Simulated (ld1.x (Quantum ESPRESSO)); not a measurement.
# Transferability test, ultrasoft potential for bismuth (Bi)

- Element: Bi (Z = 83)
- Generator: ld1.x (Quantum ESPRESSO) 7.5
- Type: ultrasoft
- Functional: PBEsol
- Relativity: fully relativistic
- Frozen core: [Kr] 4d10 4f14
- Valence charge: 23
- Reference configuration: 5s2 5p6 5d10 6s2 6p2.5 (charge +0.5)
- Partial waves: 5s (bound): rcut 1.05, rcutus 1.20 bohr; 6s (bound): rcut 1.05, rcutus 1.20 bohr; 5p (bound): rcut 1.20, rcutus 1.50 bohr; 6p (bound): rcut 1.20, rcutus 1.50 bohr; 5d (bound): rcut 1.30, rcutus 1.40 bohr; 5d channel at 1.2 Ry: rcut 1.30, rcutus 1.40 bohr
- Local potential: all-electron potential smoothed inside 1.30 bohr (lloc = -2)
- Core correction: none
- Augmentation charge: built from norm-conserving waves at rcut, not smoothed further

Open shells are filled in proportion to 2j + 1 (rel_dist='average').

Energies are relative to the spin-unpolarised reference configuration 5s2 5p6 5d10 6s2 6p2.5; without spin polarisation the order of configurations can differ from experiment. Not all tests gave a result: test run stopped at test 5 of 7 (negative rho). The frozen-core shift is the all-electron ΔE with the core orbitals held at their reference shape minus the fully relaxed ΔE.

Its overlap operator is not positive definite in a basis up to 400 Ry (lowest eigenvalue p3/2 -6.16), so the file is unfit for use: the generalised eigenproblem breaks down once the basis is large enough, and its test numbers describe a broken file.

```csv
valence configuration,charge,ΔE all-electron (eV),error AE − PS (meV),frozen-core shift (meV)
5s2 5p6 5d10 6s2 6p3,0,-3.184,-144,0.0
5s2 5p6 5d10 6s2 6p2,+1,4.912,+230,0.0
5s2 5p6 5d10 6s2 6p1,+2,20.381,+1006,0.0
5s2 5p6 5d10 6s2 6p3.3,-0.3,-4.326,-196,0.0
```

These tests converged, but a pseudo level misses the all-electron one widely, so the file describes the atom poorly there or has found another state: 5s2 5p6 5d10 6s2 6p3: 5d by 3.1 eV; 5s2 5p6 5d10 6s2 6p2: 6s by 3.1 eV; 5s2 5p6 5d10 6s2 6p1: 6s by 3.7 eV; 5s2 5p6 5d10 6s2 6p3.3: 5d by 3.2 eV. ld1.x printed “convergence not achieved” for 2 of the counted tests; their residual had stalled under 1e-8, short of the target of 1e-14.

A Bessel basis up to 400 Ry misses an occupied level by 1.43 Ry, so cutoffs and ghosts were not judged.  The potential misses its own reference levels by up to 3.1 eV, so it is not fit for use.
